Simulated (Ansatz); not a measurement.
`F[CH2][InH2]`, one more setting.

```yaml
crystal:
  periodic: [false, false, false]
  atoms:
    - {symbol: F, position_ang: [-2.082738, 0.113509, -0.706563]}
    - {symbol: C, position_ang: [-0.721714, -0.629646, -0.556765]}
    - {symbol: In, position_ang: [0.919797, 0.703931, 0.663471]}
    - {symbol: H, position_ang: [-0.311956, -0.900738, -1.680900]}
    - {symbol: H, position_ang: [-0.931354, -1.692354, 0.019304]}
    - {symbol: H, position_ang: [0.445534, 2.453824, 1.319184]}
    - {symbol: H, position_ang: [2.682432, -0.048526, 0.942280]}
basis:
  gaussian: {orbitals: STO-3G}
hamiltonian: {xc: {name: B3LYP5}}
output: {forces: true}
```

```sh
$ ansatz run in.yaml --threads 2 --pin off --events-out ev --progress --plain --max-ram 4352MiB
```

It prints (some lines left out):

```
Functional definition: B3LYP5
555 factors; integrals over basis functions are off by at most 6.3e-5 eV
mean field evaluation 1: about -158447.6307 eV, gradient 1.6e1 eV
mean field evaluation 2: about -158447.5842 eV, gradient 1.9e1 eV
mean field evaluation 4: about -158448.8803 eV, gradient 6.8e-1 eV
mean field evaluation 8: about -158448.7729 eV, gradient 6.8e-3 eV
mean field -158448.77288022 eV, -5822.8850029124 hartree, gradient 3.3e-6 eV, S^2 0.000000; 0 other end points of the search recorded, 0 dependent functions left out
reference -158448.77305178 eV, -5822.8850092172 hartree; 34, 34 occupied and 7, 7 virtual orbitals, 555 factors
Total energy: -158448.77305178 eV, -5822.8850092172 hartree
Atom 0 at    -2.082738     0.113509    -0.706563 Å, force     3.903762    -2.315484     0.343899 eV/Å
Atom 1 at    -0.721714    -0.629646    -0.556765 Å, force    -1.392431     0.510545    -0.266873 eV/Å
Atom 2 at     0.919797     0.703931     0.663471 Å, force     0.388484     0.192077     0.230078 eV/Å
Atom 3 at    -0.311956    -0.900738    -1.680900 Å, force    -1.167852     0.627674     2.845619 eV/Å
Atom 4 at    -0.931354    -1.692354     0.019304 Å, force     0.439921     2.682602    -1.569958 eV/Å
Atom 5 at     0.445534     2.453824     1.319184 Å, force     0.772671    -2.930991    -1.106079 eV/Å
Atom 6 at     2.682432    -0.048526     0.942280 Å, force    -2.944554     1.233577    -0.476687 eV/Å
Dipole moment:     0.261393    -0.034914     0.079107 e Å
```

Hardware: 2 threads of an Intel Xeon on a shared host. Wall time 1.6 s, peak host memory 0.33 GiB.
